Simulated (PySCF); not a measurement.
Compound: C5H6F3O2 (charge +1).
SMILES: `FC[C+]1O[C@@H](F)[C@H](CF)O1`

A PySCF run (density fitting, gas phase, GFN2-xTB geometry) gave HOMO -12.88 eV, LUMO -8.24 eV.

Task: Which of these levels was it?
A. PBE0/def2-SVPD
B. PBE/6-311G**
C. PBE0/pcSseg-1

Result: B. It is PBE/6-311G**. All candidates on this geometry:

```csv
level and settings,kind,basis functions,SCF cycles,E (Eh),HOMO (eV),LUMO (eV)
"PBE/6-311G**, start guess huckel",GGA,216,20,-643.3060,-12.88,-8.24
PBE0/pcSseg-1,global hybrid,200,14,-643.0866,-14.85,-7.36
PBE0/def2-SVPD,global hybrid,263,14,-642.7088,-14.91,-7.39
```

The nearest other candidate, by the summed differences of HOMO and LUMO, is PBE0/pcSseg-1: its HOMO differs by -1.97 eV and its LUMO by +0.88 eV. Cycle counts include a coarse-grid stage where the run had one. All basis functions are spherical, in the Pople sets too.

Shape of the structure used: `[F:1][CH2:2][C+:3]1[O:4][C@@H:5]([F:6])[C@H:7]([CH2:8][F:9])[O:10]1`: F1–C2–C3–O4 -2°, C5–C7–C8–F9 -49°.
